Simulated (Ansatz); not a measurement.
**Worked example: the barrier**

An elementary step of SiNH3Cl4, closed shell (SiCl₄ ([Cl][Si]([Cl])([Cl])[Cl]) + NH₃ → SiNH₂Cl₃ ([NH2][Si]([Cl])([Cl])[Cl]) + HCl; bonds formed: Cl2–H6; dative contacts that become bonds: Si1–N7; bonds broken: Si1–Cl2, H6–N7). “Start” is the structure reached by relaxing down from the saddle towards the reactants; PBE0-D4/def2-TZVP structures. The saddle:

```
9
angstrom
Si -0.7098 -0.4555 -0.1564
Cl 1.3869 0.2038 -2.0003
Cl -0.1745 -2.3475 -0.5640
Cl -1.9000 -0.6404 1.5248
Cl -1.8611 0.5799 -1.4354
H 1.2690 0.6420 -0.2968
N 0.6242 0.5398 0.6064
H 0.2829 1.4331 0.9538
H 1.0824 0.0445 1.3680
```

Ansatz 0.2.0; basis: def2-TZVPP and def2-QZVPP; cores frozen in the correlated methods.

Energies in eV:

| quantity | saddle | start |
| --- | --- | --- |
| Hartree–Fock, triple zeta (X = 3) | -59412.92773 | -59413.88705 |
| Hartree–Fock, quadruple zeta (X = 4) | -59414.64164 | -59415.58422 |
| MP2 correlation, X = 3 | -30.37663 | -30.40658 |
| MP2 correlation, X = 4 | -33.31535 | -33.34362 |
| CCSD(T) correlation, X = 3 | -33.60325 | -33.62480 |

**Question.** Work out the barrier at the basis limit: extrapolate Hartree–Fock as E(X) = E∞ + A exp(−7.88 √X) and the MP2 correlation as E(X) = E∞ + B X^−2.97 (the exponents that Neese and Valeev fitted for def2-TZVPP and QZVPP), then add CCSD(T) − MP2 in triple zeta.

**Answer.** Each step is linear, so take the differences first (saddle − start): Hartree–Fock 0.95932 (X = 3) and 0.94258 (X = 4); MP2 correlation 0.02995 and 0.02827; CCSD(T) correlation 0.02155.
Two points give E∞ = E(4) + w [E(4) − E(3)], with w = 1/(exp(7.88 (2 − √3)) − 1) = 0.1377 for Hartree–Fock and w = 1/((4/3)^2.97 − 1) = 0.7407 for the correlation.
Hartree–Fock: 0.94258 + 0.1377 × (-0.01674) = 0.9403 eV.
MP2 correlation: 0.02827 + 0.7407 × (-0.00168) = 0.0270 eV.
CCSD(T) − MP2: 0.02155 − 0.02995 = -0.0084 eV.
Sum: 0.9403 + 0.0270 + (-0.0084) = 0.9589 eV, or 22.11 kcal/mol. Plain CCSD(T) in triple zeta gives 0.9809 eV, so the larger basis shifts the result by -0.0220 eV.

T1 diagnostic: at most 0.010.

The step is the kind of exchange with an N–H group that builds nitride films in atomic layer and chemical vapour deposition.

Labels in which every atom is bracketed show which atoms are joined, not bond orders.

For scale, one of the runs: CCSD(T)/def2-TZVPP, 283 basis functions, launched by `ansatz run in.yaml --threads 8 --pin off --events-out ev --progress --plain --max-ram 19148MiB`. Hardware: 8 CPU threads of an Intel Xeon, shared host. Wall time 3.9 min; peak host memory 7.5 GiB.
